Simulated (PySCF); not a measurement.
Gas-phase reaction: SnHCl₃ + HCl = SnCl₄ + H₂

Energies from PySCF (xtb for GFN2), thermal terms from the rigid-rotor harmonic-oscillator model, ideal gas at 1 bar. † marks an energy on the PBE0/def2-TZVP geometry and frequencies; other levels use their own. MP2 freezes the core. All species are closed-shell singlets. B3LYP is the form with VWN-RPA correlation. Sn: scalar-relativistic def2 core potential, no spin-orbit coupling. SnHCl₃: computed as isolated molecules; such fragments, hydroxides, amides, oligomers or adducts are transient or little studied in the gas. MP2 isn't extrapolated to the basis-set limit; its ΔH°(298 K) is -60.2 kJ in def2-SVP and -63.7 kJ in def2-TZVPP. The harmonic model lacks anharmonicity and excited electronic states, which grow with temperature; levels with a mode under 35 cm⁻¹ are left out. Soft modes under 120 cm⁻¹ make the harmonic entropy rough for SnHCl₃, SnCl₄.

| level | ΔE electronic, kJ | ΔH°(298 K), kJ | ΔS°(298 K), J/K | ΔG°(2500 K), kJ |
|---|---|---|---|---|
| B3LYP/def2-TZVP† | -52 | -54 | -34 | 10 |
| GFN2-xTB | -52 | -51 | -29 | 8 |
| MP2/def2-SVP† | -57 | -60 | -34 | 4 |
| PBE/def2-SVP | -54 | -56 | -33 | 5 |
| r2SCAN/def2-TZVP† | -62 | -65 | -34 | 0 |
| LDA/def2-TZVP† | -48 | -51 | -34 | 14 |
| ωB97M-V/def2-TZVP† | -57 | -60 | -34 | 5 |
ΔH° is lowest at r2SCAN/def2-TZVP† and highest at LDA/def2-TZVP†. No reference value is set beside these.
